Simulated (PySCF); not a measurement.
Problem. Write Cartesian coordinates for `[CH3][GeH2][NH2]` as optimised with PBE0-D3(BJ)/def2-SVP.

Solution. 
```
atom  x, y, z in Å
C1    -1.3132   -0.1791    0.3955
Ge2    0.3837    0.6660   -0.0453
N3     1.7123   -0.5796    0.2376
H4    -2.1395    0.5425    0.3185
H5    -1.2776   -0.5740    1.4207
H6    -1.5186   -1.0121   -0.2933
H7     0.6974    1.8409    0.9029
H8     0.3267    1.2148   -1.4975
H9     1.6554   -1.3918   -0.3722
H10    2.6534   -0.2013    0.1610
```

Orientation and origin are arbitrary. Atoms count from 1 in this order. Ge2 (germanium bonded to C, N and 2 H) is distorted tetrahedral (angles from 105.9° to 114.1°). N3 (nitrogen bonded to Ge and 2 H) is pyramidal (angles 114.0°, 113.8° and 107.7°, sum 335.5°, 0.35 Å off the plane of its three neighbours).

Bonds between heavy atoms (Å): C1–Ge2 1.946, Ge2–N3 1.843.

Theory: PBE0-D3(BJ)/def2-SVP geometry optimisation, gas phase (PySCF 2.14.0).

PBE0-D3(BJ)/def2-SVP frequencies: not computed here. One conformer, not necessarily the lowest (C1–Ge2–N3–H 64° and -172°).
